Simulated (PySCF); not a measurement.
C$_{2}$H$_{3}$N$_{3}$, triplet, at a GFN2-xTB geometry (a higher spin typed on purpose: for a closed-shell molecule this is an excited state); PySCF with SVWN5/STO-3G.

The PySCF input:
```python
from pyscf import gto, scf, dft

mol = gto.Mole()
mol.atom = '''
    C     1.171013    0.004751   -0.092470
    N     0.446365    1.083380   -0.115987
    C    -0.856665    0.747767    0.092638
    N    -0.942221   -0.666660    0.207449
    N     0.377843   -1.083067    0.014059
    H     2.229201   -0.057500   -0.215749
    H    -1.680901    1.382009   -0.145967
    H    -1.608295   -1.175186   -0.377944
'''
mol.basis = 'sto-3g'
mol.charge = 0
mol.spin = 2
mol.verbose = 4
mol.build()

mf = dft.UKS(mol)
mf.xc = 'lda,vwn'
mf.kernel()
```

### Question
Write the output that PySCF gives for this input, abridged.

### Answer

```
PySCF version 2.14.0

[INPUT] verbose = 4
[INPUT] num. atoms = 8
[INPUT] num. electrons = 36
[INPUT] charge = 0
[INPUT] spin (= nelec alpha-beta = 2S) = 2
[INPUT] symmetry False subgroup None
[INPUT] Mole.unit = angstrom
[INPUT] Symbol           X                Y                Z      unit          X                Y                Z       unit  Magmom
[INPUT]  1 C      1.171013000000   0.004751000000  -0.092470000000 AA    2.212893858305   0.008978088818  -0.174742974739 Bohr   0.0
[INPUT]  2 N      0.446365000000   1.083380000000  -0.115987000000 AA    0.843507601591   2.047291488831  -0.219183664010 Bohr   0.0
[INPUT]  3 C     -0.856665000000   0.747767000000   0.092638000000 AA   -1.618862230501   1.413074834988   0.175060448727 Bohr   0.0
[INPUT]  4 N     -0.942221000000  -0.666660000000   0.207449000000 AA   -1.780539638814  -1.259804818203   0.392021794815 Bohr   0.0
[INPUT]  5 N      0.377843000000  -1.083067000000   0.014059000000 AA    0.714019788084  -2.046700004554   0.026567659585 Bohr   0.0
[INPUT]  6 H      2.229201000000  -0.057500000000  -0.215749000000 AA    4.212579366607  -0.108659252162  -0.407706521649 Bohr   0.0
[INPUT]  7 H     -1.680901000000   1.382009000000  -0.145967000000 AA   -3.176442532508   2.611618511684  -0.275837653224 Bohr   0.0
[INPUT]  8 H     -1.608295000000  -1.175186000000  -0.377944000000 AA   -3.039237077507  -2.220779685423  -0.714210650423 Bohr   0.0

nuclear repulsion = 163.073206858959
number of shells = 18
number of NR pGTOs = 84
number of NR cGTOs = 28
basis = sto-3g
ecp = {}

******** <class 'pyscf.dft.uks.UKS'> ********
method = UKS
initial guess = minao
damping factor = 0
level_shift factor = 0
DIIS = <class 'pyscf.scf.diis.CDIIS'>
diis_start_cycle = 1
diis_space = 8
diis_damp = 0
SCF conv_tol = 1e-09
SCF conv_tol_grad = None
SCF max_cycles = 50
direct_scf = True
direct_scf_tol = 1e-13
number electrons alpha = 19  beta = 17
XC library pyscf.dft.libxc version 7.1.2
    S. Lehtola, C. Steigemann, M. J. T. Oliveira, and M. A. L. Marques,  SoftwareX 7, 1–5 (2018)
XC functionals = lda,vwn
    P. A. M. Dirac,  Math. Proc. Cambridge Philos. Soc. 26, 376 (1930)
    F. Bloch,  Z. Phys. 57, 545 (1929)
    S. H. Vosko, L. Wilk, and M. Nusair,  Can. J. Phys. 58, 1200 (1980)
radial grids:
    Treutler-Ahlrichs [JCP 102, 346 (1995); DOI:10.1063/1.469408] (M4) radial grids

becke partition: Becke, JCP 88, 2547 (1988); DOI:10.1063/1.454033
pruning grids: <function nwchem_prune>
grids dens level: 3
symmetrized grids: False
atomic radii adjust function: <function treutler_atomic_radii_adjust>
small_rho_cutoff = 0
Set gradient conv threshold to 3.16228e-05
tot grids = 99368
init E= -237.986267832529

cycle= 1 E= -236.849722135882  delta_E= 1.14  |g|= 0.287  |ddm|= 3.14

cycle= 2 E= -236.396727356049  delta_E= 0.453  |g|=  0.9  |ddm|= 1.84

cycle= 3 E= -236.779086654661  delta_E= -0.382  |g|= 0.453  |ddm|= 1.65

cycle= 4 E= -236.902491274058  delta_E= -0.123  |g|= 0.19  |ddm|= 0.944

cycle= 5 E= -236.922992142128  delta_E= -0.0205  |g|= 0.0676  |ddm|= 0.381

cycle= 6 E= -236.921359775619  delta_E= 0.00163  |g|= 0.0714  |ddm|= 0.607

cycle= 7 E= -236.924306418402  delta_E= -0.00295  |g|= 0.0525  |ddm|= 0.625

cycle= 8 E= -236.926516553528  delta_E= -0.00221  |g|= 0.00674  |ddm|= 0.292

cycle= 9 E= -236.92651677429  delta_E= -2.21e-07  |g|= 0.00688  |ddm|= 0.00843

cycle= 10 E= -236.926549003758  delta_E= -3.22e-05  |g|= 0.00262  |ddm|= 0.0168

cycle= 11 E= -236.926554178276  delta_E= -5.17e-06  |g|= 0.000871  |ddm|= 0.00747

cycle= 12 E= -236.926554856963  delta_E= -6.79e-07  |g|= 4.15e-05  |ddm|= 0.00465

cycle= 13 E= -236.926554858305  delta_E= -1.34e-09  |g|= 1.07e-05  |ddm|= 0.00018

cycle= 14 E= -236.926554858204  delta_E= 1.01e-10  |g|= 1.63e-05  |ddm|= 3.83e-05

Extra cycle  E= -236.92655482917  delta_E= 2.9e-08  |g|= 0.000196  |ddm|= 0.000817
SCF not converged.
SCF energy = -236.92655482917 after 50 cycles  <S^2> = 2.0048965  2S+1 = 3.0032625
```

The run did not converge; its last values are not results.
